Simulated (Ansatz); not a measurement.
Ansatz (a quantum-chemistry and plane-wave program) input (B3LYP-D3(BJ)/def2-TZVP):

Ansatz 0.2 input:
```yaml
crystal:
  periodic: [false, false, false]
  atoms:
    - {symbol: Zn, position_ang: [-1.40062930, -0.84924803, -1.09601598]}
    - {symbol: C, position_ang: [0.13793825, 0.11276915, 0.13884091]}
    - {symbol: H, position_ang: [0.67352239, -0.64893196, 0.69467184]}
    - {symbol: H, position_ang: [-0.33918211, 0.80253354, 0.82625049]}
    - {symbol: H, position_ang: [0.82524822, 0.65063156, -0.50484002]}
basis:
  gaussian:
    orbitals: def2-TZVP
hamiltonian:
  xc: b3lyp
  dispersion: d3bj
magnetization: {spin_polarized: true, initial_magnetization: 1}
relax: {f_tol: 0.002, max_steps: 150}
```

End of the output:

```
relax step   5: F+E_penalty+E_count = -49506.67767624 eV  Δ(F+E_penalty+E_count) = -6.300e-5 eV  max|allowed force component| = 1.273e-3 eV/Å  Δτ_max = 0.0036 Å  (27 SCF iters, accepted)
integrals: 0.03 GiB planned
837 factors; their error is unknown
mean field: 0.38 GiB planned
mean field evaluation 64: about -49506.5585 eV, gradient 2.0e-5 eV
mean field -49506.55846065 eV, -1819.3324666783 hartree, gradient 1.1e-5 eV, S^2 0.755817; 1 other end points of the search recorded, 0 dependent functions left out
the calculation of the forces begins
reference -49506.55866502 eV, -1819.3324741888 hartree; 20, 19 occupied and 77, 78 virtual orbitals, 837 factors
Total energy: -49506.67788061 eV, -1819.3368552808 hartree
Atom 0 at    -1.321330    -0.799557    -1.032616 Å, force    -0.001057    -0.000661    -0.000849 eV/Å
Atom 1 at     0.128360     0.106685     0.131405 Å, force     0.001273     0.000812     0.000974 eV/Å
Atom 2 at     0.653829    -0.673816     0.680167 Å, force    -0.000044    -0.000114    -0.000015 eV/Å
Atom 3 at    -0.370623     0.794215     0.813137 Å, force    -0.000120    -0.000008    -0.000008 eV/Å
Atom 4 at     0.806661     0.640228    -0.533185 Å, force    -0.000051    -0.000029    -0.000102 eV/Å
Dipole moment:     0.029459     0.018412     0.023655 e Å
```

The spin state was set by rule; other spins were not relaxed.
